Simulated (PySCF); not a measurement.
**Which functional comes closest?**

Molecule: SMILES C1=CC=C(OC)C=N1, C6H7NO.

Atoms are numbered as in `[CH3:1][O:2][c:3]1[cH:4][cH:5][cH:6][n:7][cH:8]1`; H(Xn) means a hydrogen on atom n.

Geometry PBE0-D3(BJ)/def2-SVP throughout; GIAO in PySCF 2.14.0 with density-fitted response routines, gas phase, one conformer, non-relativistic; equivalent atoms averaged; basis pcSseg-1.

Reference values (estimated from measurements, as parent shift plus tabulated substituent increments; solution, not stated per compound (mostly CDCl3 or CCl4); Pretsch, Buehlmann, Badertscher, Structure Determination of Organic Compounds, 4th ed. (2009)): δ(C8) = 137.3 ppm, δ(C3) = 155.2 ppm, δ(C4) = 120.0 ppm, δ(C5) = 123.8 ppm, δ(C6) = 141.4 ppm, δ(H(C8)) = 8.32 ppm, δ(H(C4)) = 7.25 ppm, δ(H(C5)) = 7.21 ppm. Computed shifts are taken against TMS, calculated as an isolated molecule at each level.

Q: How do the functionals HF, LDA, OPBE, KT2, B3LYP, PBE0, mPW1PW91, B97-2, wB97X-D, LC-wPBE perform against the reference? Times are CPU seconds on shared hosts with different chips, so compare them loosely; the GGAs took longer than the global hybrids here, which isn't the general rule, and the cause wasn't traced.

A: 
```
functional                    kind     C8     C3     C4     C5     C6  H(C8)  H(C4)  H(C5)  mean abs. error C  mean abs. error H  core-s
        HF            Hartree–Fock  138.7  159.4  134.6  130.3  150.6   8.34   7.67   7.30                7.2               0.18      14
       LDA                     LDA  137.5  163.0  130.6  131.3  150.4   8.21   7.13   7.09                7.0               0.12      28
      OPBE                     GGA  127.6  149.4  119.8  120.8  138.5   8.15   7.08   7.07                4.3               0.16      47
       KT2                     GGA  124.6  150.4  117.4  118.4  136.2   7.90   6.92   6.81                6.1               0.38      31
     B3LYP           global hybrid  135.6  161.1  129.3  129.2  147.8   8.07   7.13   7.01                5.7               0.19      28
      PBE0           global hybrid  135.3  159.4  128.8  128.8  147.4   8.19   7.26   7.16                5.2               0.06      21
  mPW1PW91           global hybrid  135.4  159.4  129.0  128.8  147.4   8.17   7.25   7.14                5.2               0.07      26
     B97-2           global hybrid  132.5  156.2  125.9  125.8  144.2   8.12   7.19   7.08                3.3               0.13      26
   wB97X-D  range-separated hybrid  136.4  160.9  130.4  130.1  148.7   8.19   7.32   7.19                6.1               0.07      36
   LC-wPBE  range-separated hybrid  140.4  164.5  135.3  134.7  152.7   8.24   7.46   7.34               10.0               0.14      59
```

For 13C the closest is B97-2 (3.3 ppm) and the furthest LC-wPBE (10.0 ppm).

For 1H the closest is PBE0 (0.06 ppm, with mPW1PW91, wB97X-D practically level) and the furthest KT2 (0.38 ppm). One molecule is a small sample, and vibrational and solvent effects are absent from the calculation.
